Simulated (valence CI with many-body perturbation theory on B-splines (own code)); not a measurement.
## Energy levels of Sb11+

Computed by relativistic CI+MBPT: four valence electrons over a frozen Dirac-Fock core [Kr], a basis of 7 s, 7 p, 8 d, 6 f, 4 g, 1 h functions for each j, with the one-electron correlation potential Σ1 (screened to all orders), the two-electron term Σ2, the three-electron term Σ3, Breit, model QED; selected single and double excitations, second order for the rest, scaled by the run's own slope (own B-spline code, finite nucleus).

No measured levels were compared; by estimate terms of the open shell hold to 2 to 4 % of their energy, and close levels can change places. Excitations out of the core, of the other parity, are not computed and may begin above about 54.4 eV (a cautious bound); beyond it only levels of the ground parity were kept, without lifetimes.

Levels 46 to 72 of 72, with energies above the lowest level, 4d4 5D_0. "Leading %" is the weight of the configuration and term that name the level; weights of strongly mixed levels are sums over their largest components and can fall short.

```tsv
No.	Configuration	Term	J	E (cm⁻¹)	Leading %	Second component	g
46	4d3.5s	5P	3	610460	94		1.644
47	4d3.5s	3P	0	611110	99		
48	4d3.5s	3G	3	612030	81	13 % 4d3.5s 3F	0.817
49	4d3.5s	3G	4	612580	52	16 % 4d3.5s 1G	1.068
50	4d3.5s	3H	5	612780	39	34 % 4d3.5s 3G	1.133
51	4d3.5s	3H	4	615860	51	21 % 4d3.5s 3F	0.954
52	4d3.5s	3D	2	619010	30	28 % 4d3.5s 5P	1.399
53	4d3.5s	3P	1	621380	60	19 % 4d3.5s 3D	1.367
54	4d3.5s	3P	2	622710	79	17 % 4d3.5s 3D	1.423
55	4d3.5s	3H	6	623950	99		1.166
56	4d3.5s	3P	1	624290	53	30 % 4d3.5s 3D	1.140
57	4d3.5s	3P	0	625170	99		
58	4d3.5s	3H	5	626520	58	25 % 4d3.5s 3G	1.078
59	4d3.5s	3D	3	628680	93		1.333
60	4d3.5s	1H	5	631550	72	25 % 4d3.5s 3G	1.057
61	4d3.5s	1G	4	632070	46	25 % 4d3.5s 3H	0.987
62	4d3.5s	1D	2	632810	36	36 % 4d3.5s 3D	1.185
63	4d3.5s	1D	2	638030	42	41 % 4d3.5s 3P	1.233
64	4d3.5s	3F	3	639900	93	5 % 4d3.5s 3D	1.092
65	4d3.5s	3F	4	639970	94		1.240
66	4d3.5s	3F	2	640340	89	5 % 4d3.5s 1D	0.710
67	4d3.5s	1P	1	640380	53	25 % 4d3.5s 3P	1.024
68	4d3.5s	1F	3	646010	92	4 % 4d3.5s 3D	1.013
69	4d3.5s	3D	1	672160	98		0.503
70	4d3.5s	3D	2	672430	93		1.154
71	4d3.5s	3D	3	672740	88	5 % 4d3.5s 1F	1.312
72	4d3.5s	1D	2	678660	92		0.997
```

Names give the largest LS component (configuration and term), which can be under half, so a name can repeat, a term be missing and a line seem to break the LS rules; names also repeat where a configuration has a term twice.

Where two levels of one J and parity lie close, their mixing, g and order are uncertain.
